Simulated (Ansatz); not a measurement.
Species: GaP, charge 0, triplet. GaP (SMILES [P]=[Ga], triplet).
B3LYP-D3(BJ)/def2-TZVP minimum from Ansatz (a first-principles code):
```
Ga
P 1 2.4802
```
Charge 0, spin multiplicity 3.

Total energies in hartree (Ansatz). Radicals and triplets start from unrestricted determinants; spin-orbit coupling is neglected. Correlated methods leave the cores frozen (noble-gas shells, and filled d and f shells in the p block). No relativity. Where a partner has so few electrons that a lower coupled-cluster level is exact, that level stands in.

```csv
species,HF/def2-TZVPP,CCSD(T)/def2-TZVPP,HF/def2-QZVPP,CCSD(T)/def2-QZVPP,CCSDT(Q)/def2-QZVPP
"1: GaP (SMILES [P]=[Ga], triplet)",-2263.97008,-2264.15500,-2264.01965,-2264.21438,-2264.21620
2: Ga (doublet),-1923.22349,-1923.27127,-1923.26359,-1923.31275,-1923.31305
3: P (quartet),-340.70986,-340.81484,-340.71904,-340.82905,-340.82995
```

**Question.** Work out the atomisation energy (electronic, to ground-state atoms) in kcal/mol: take Hartree-Fock from def2-QZVPP, extrapolate the CCSD(T) correlation energy as X^-3 (X = 3, 4), and add CCSDT(Q) - CCSD(T) in def2-QZVPP. 1 hartree = 627.51 kcal/mol.

**Answer.** 
Species 1: correlation (64·(-0.19473) - 27·(-0.18492))/37 = -0.20189; step -0.00182; E1 = -2264.01965 + (-0.20189) + (-0.00182) = -2264.22336
Species 2: correlation (64·(-0.04916) - 27·(-0.04778))/37 = -0.05017; step -0.00030; E2 = -1923.26359 + (-0.05017) + (-0.00030) = -1923.31406
Species 3: correlation (64·(-0.11001) - 27·(-0.10498))/37 = -0.11368; step -0.00090; E3 = -340.71904 + (-0.11368) + (-0.00090) = -340.83362
-1·E1 +1·E2 +1·E3 = 0.07568 hartree = 47.5 kcal/mol.
